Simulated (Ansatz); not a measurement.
Reaction (isomerisation): `CC(=O)[SiH2]N` → `C/C(O)=N\[SiH3]`

Gas-phase electronic energies from Ansatz, PBE0-D4/def2-TZVP geometries. CCSD(T)/CBS adds triple-zeta CCSD(T) − MP2 to the extrapolated MP2 energy (def2 sets, frozen cores). Functionals use def2-TZVPP. B3LYP here is the variant with VWN-RPA as its local correlation; programs differ in this. Each species was taken in one conformer, which may not be the lowest.

(1) Is it downhill or uphill in electronic energy at CCSD(T)/CBS, and by how much? (Best estimate.)

(2) What do these levels give: PBE-D4, r2SCAN-D4, PBE0-D4, ωB97X-V, PBE, r2SCAN, PBE0, B3LYP, HF/def2-QZVPP, MP2/def2-QZVPP, SCS-MP2/def2-QZVPP, MP2/CBS(def2)? (Estimate.)

Largest T1 diagnostic among the species: 0.014.

## Answers

(1) Computed: Nearly level: ΔE = 0.00 eV.

(2) The calculation gave: PBE-D4 -0.05, r2SCAN-D4 -0.08, PBE0-D4 -0.07, ωB97X-V -0.04, PBE -0.04, r2SCAN -0.08, PBE0 -0.07, B3LYP -0.03, HF/def2-QZVPP -0.07, MP2/def2-QZVPP -0.04, SCS-MP2/def2-QZVPP -0.01, MP2/CBS(def2) -0.03 eV.
